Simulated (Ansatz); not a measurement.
Si(OSiH3)2(H)(Me) (CH10O2Si3), SMILES C[SiH](O[SiH3])O[SiH3].

Geometry: B3LYP-D3(BJ)/def2-SVP. Other conformers were not sampled.

Two levels are set side by side: PBE/def2-SVPD (Ansatz, a first-principles code) and CAM-B3LYP/def2-SVPD (Ansatz). Energy differences of separate SCF runs at the same geometry; the states with an electron removed or added have multiplicity 2 and 2. Differences are taken from unrounded values.

```
quantity                            PBE
---------------------------------  ----
vertical ionisation energy (eV)    9.42
vertical singlet–triplet gap (eV)  6.12
```

### Question
These are the PBE values. What does CAM-B3LYP give? (Estimate from the structure and the level; the computed values follow.)

### Answer

```
quantity                           CAM-B3LYP  PBE minus CAM-B3LYP
---------------------------------  ---------  -------------------
vertical ionisation energy (eV)        10.42                -1.00
vertical singlet–triplet gap (eV)       7.34                -1.22
```
